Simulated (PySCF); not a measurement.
# One molecule, several mistakes: BH6OSi2 cation

Calculated results; nothing here was measured. They come from PySCF 2.14.0, an open-source quantum chemistry program, on an isolated molecule that a program drew, which may never have been made. The molecule is BH6OSi2 cation (charge +1, singlet), drawn as the SMILES string `[SiH2+]OB[SiH3]`.

Each row is a Hartree-Fock (HF) and frozen-core CCSD(T) single point in the cc-pV(D+d)Z basis, meant for a local HF minimum. Run 1 is clean. Each other run has one planted mistake out of seven kinds, and not every kind appears here: one electron removed, one electron added, multiplicity raised by two, geometry at a saddle point, minimal basis STO-3G, one bond length entered in bohr, all coordinates scaled. The reference is restricted for singlets and unrestricted otherwise, and also for a bond in bohr. Adding or removing an electron swaps singlet and doublet. Electrons count all cores. HOMO and LUMO are orbital energies over both spins, the gradient is its largest component, and the lowest frequency (negative if imaginary) is given only where the gradient is small. Bond lengths are over the 9 bonds as drawn. T1 is the CCSD diagnostic: over 0.02 (restricted) or 0.045 (unrestricted) a single reference is doubtful.

Geometry of the clean run:
```xyz
10
BH6OSi2 cation, angstrom
Si    1.1867   -2.1081   -0.7378
O    -0.2100   -1.4495   -0.7174
B    -1.4888   -0.8292   -0.6915
Si   -1.6982    1.0223    0.1676
H     1.5712   -2.9516    0.3838
H     2.0570   -1.8516   -1.8753
H    -2.3404   -1.4917   -1.1985
H    -2.6443    0.8931    1.2943
H    -0.3688    1.4655    0.6496
H    -2.2143    1.9457   -0.8627
```

```
run  electrons  basis functions  <S^2>  HOMO (eV)  LUMO (eV)  gradient (hartree/bohr)  lowest frequency (cm^-1)  mean bond (Å)  longest bond (Å)      T1  HF (hartree)  CCSD(T) (hartree)                 mistake
  1         46              104  0.000     -15.29      -4.94                  1.5e-05                        42         1.5062             2.052  0.0189    -680.68223         -681.19186                no fault
  2         45              104  0.760     -22.49     -12.67                  1.0e-01                         -         1.5062             2.052  0.0205    -680.16952         -680.65376    one electron removed
  3         46              104  0.000     -15.83      -4.69                  1.4e-01                         -         1.3661             1.861  0.0163    -680.57727         -681.07604  all coordinates scaled
  4         46              104  0.866     -15.31      -5.57                  1.8e-02                         -         1.6500             2.750  0.0411    -680.56857         -681.06603                       ?
  5         46               34  0.000     -13.41      -1.56                  3.5e-02                         -         1.5062             2.052  0.0270    -672.76009         -672.98670                       ?
```

**Which mistake was planted in run 4, and what did it cost?**

The mean bond changes by a factor of 1.095 and the longest by 1.340, so the molecule wasn't scaled as a whole. A length L in bohr read as angstrom grows by (1/0.5292 - 1) L = 0.890 L. The 9 bonds together grew by 9 x 0.1438 = 1.294 Å, which gives L = 1.455 Å. That is the length of one of the H-Si bonds, 1.455 Å in the clean geometry. So the mistake is: one bond length entered in bohr. Subtracting run 1 and multiplying by 627.51 kcal/mol a hartree, the energy moved by 71.3 kcal/mol in HF and 79.0 kcal/mol in CCSD(T).

**Which mistake was planted in run 5, and what did it cost?**

It has 34 basis functions where the clean run has 104, with the same electrons and geometry. So the mistake is: minimal basis STO-3G. Subtracting run 1 and multiplying by 627.51 kcal/mol a hartree, the energy moved by 4971.2 kcal/mol in HF and 5148.8 kcal/mol in CCSD(T).

Cautions from the logs. Run 5: T1 is over the limit, so its CCSD(T) energy is less reliable.
